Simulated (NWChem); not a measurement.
# BI$_{3}$; SMILES IB(I)I

```xyz
4

B      0.0000     0.0000     0.0000
I      0.7201     1.9939     0.0000
I      1.3667    -1.6206     0.0000
I     -2.0868    -0.3733     0.0000
```
Atoms are numbered in this order, from 1.

All runs: NWChem. The geometry was optimised at PBE0/def2-SVP. def2 effective core potentials on I; no spin-orbit coupling. B3LYP is NWChem's, with the RPA form of VWN correlation.

For level B3LYP/def2-SVP (core potentials):

| Quantity | Value |
|---|---|
| highest occupied level (eV) | -7.02 |
| orbital gap (eV) | 4.49 |

Estimate the same quantities for level B3LYP/STO-3G (all-electron, non-relativistic).

The highest occupied level (eV) comes out as -4.91 and the orbital gap (eV) comes out as 5.20.
